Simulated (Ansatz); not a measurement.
`[F][Ge]([F])([F])[c]1ccccc1` and `CCSCc1ccccc1` differ in one atom or group.

Ansatz, PBE0-D4/def2-TZVP geometries, multiplicity 1. Each molecule was computed in one conformer, which needn't be the lowest.

Scalar relativity is left out up to krypton.

```tsv
property	`[F][Ge]([F])([F])[c]1ccccc1`
LUMO energy (PBE0/def2-TZVPP) / eV	-1.46
size of the dipole moment (PBE/def2-TZVPP) / D	4.56
size of the dipole moment (ωB97M-V/def2-TZVPP) / D	4.67
LUMO energy (PBE/def2-TZVPP) / eV	-2.31
HOMO–LUMO gap (B3LYP/def2-TZVPP) / eV	6.28
HOMO energy (B3LYP/def2-TZVPP) / eV	-7.92
```

(1) Give the same properties after the change, and the shifts. (An estimate is asked.)

Results:

(1) Computed: 
| property | `CCSCc1ccccc1` | shift |
| --- | --- | --- |
| LUMO energy (PBE0/def2-TZVPP) / eV | -0.47 | 0.99 |
| size of the dipole moment (PBE/def2-TZVPP) / D | 1.40 | -3.16 |
| size of the dipole moment (ωB97M-V/def2-TZVPP) / D | 1.46 | -3.21 |
| LUMO energy (PBE/def2-TZVPP) / eV | -1.36 | 0.95 |
| HOMO–LUMO gap (B3LYP/def2-TZVPP) / eV | 5.37 | -0.91 |
| HOMO energy (B3LYP/def2-TZVPP) / eV | -6.02 | 1.90 |

With PBE0 the HOMO rises by 1.91 eV and the LUMO rises by 0.99 eV, so the gap narrows by about 0.92 eV. PBE moves the HOMO by 2.08 eV and ωB97M-V by 1.79 eV. Dipoles are sizes alone; their direction can turn.

B3LYP here is the variant with VWN-RPA as its local correlation; programs differ in this.
